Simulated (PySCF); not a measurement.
PySCF 2.14 output of an unrestricted PBE calculation on a single atom or ion in aug-cc-pV5Z-PP with ECP28MDF, with a scalar-relativistic core potential:

```
SCF conv_tol = 1e-09
number electrons alpha = 11  beta = 9
    J. P. Perdew, K. Burke, and M. Ernzerhof.,  Phys. Rev. Lett. 77, 3865 (1996)
    J. P. Perdew, K. Burke, and M. Ernzerhof.,  Phys. Rev. Lett. 78, 1396 (1997)
    J. P. Perdew, K. Burke, and M. Ernzerhof.,  Phys. Rev. Lett. 77, 3865 (1996)
    J. P. Perdew, K. Burke, and M. Ernzerhof.,  Phys. Rev. Lett. 78, 1396 (1997)
cycle= 1 E= -212.826922062758  delta_E= -0.00673  |g|= 0.0558  |ddm|= 1.51
cycle= 2 E= -212.827019979456  delta_E= -9.79e-05  |g|= 0.0527  |ddm|= 0.429
cycle= 3 E= -212.827483359853  delta_E= -0.000463  |g|= 0.000584  |ddm|= 0.161
cycle= 4 E= -212.827483620822  delta_E= -2.61e-07  |g|= 7.38e-05  |ddm|= 0.0307
cycle= 5 E= -212.827483624571  delta_E= -3.75e-09  |g|= 3.61e-06  |ddm|= 0.00382
cycle= 6 E= -212.827483624575  delta_E= -4.06e-12  |g|= 8.52e-08  |ddm|= 0.000108
converged SCF energy = -212.827483624575  <S^2> = 2.0003968  2S+1 = 3.0002645
```

The run itself started from symmetry-adapted Hartree-Fock orbitals and held the occupation by maximum overlap, on a logarithmic radial grid, so the iterations belong to that start.

Q: Which element, charge and spin multiplicity is this?

A: Sn²⁺ (tin, charge +2), multiplicity 3; the state was [Kr] 4d10 5s1 6s1, high-spin 3S determinant (an excited configuration).

Energies and moments cover only the electrons outside the core potential. The outer electron is Rydberg-like, and this basis confines it to a smaller radius and binds it less than a complete one would.
